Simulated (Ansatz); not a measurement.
Basis-set extrapolation for CH6O3Si (`OCO[SiH2]O`) (PBE0-D4/def2-TZVP geometry, frozen core, Ansatz). Multiplicity 1, RHF reference.

```
                      def2-TZVPP   def2-QZVPP
                 HF  -555.106053  -555.128408
    MP2 correlation    -1.010729    -1.090304
CCSD(T) correlation    -1.076904      not run
```

Energies in hartree. Use E(X) = E(∞) + A·exp(−7.88·√X) for Hartree–Fock and E(X) = E(∞) + B·X^(−2.97) for correlation, with X = 3 and 4, and add CCSD(T) minus MP2 of the smaller set to the MP2 limit.

**Question.** What is the CCSD(T) energy at the basis-set limit?

**Answer.** HF limit: -555.128408 + (-0.022355) × 0.13774 = -555.13149. MP2 limit: -1.090304 + (-0.079575) × 0.74074 = -1.14925. Higher-order term: -1.076904 − (-1.010729) = -0.06618. Total: -556.34692 hartree, 430.5 kJ/mol below CCSD(T)/def2-TZVPP.
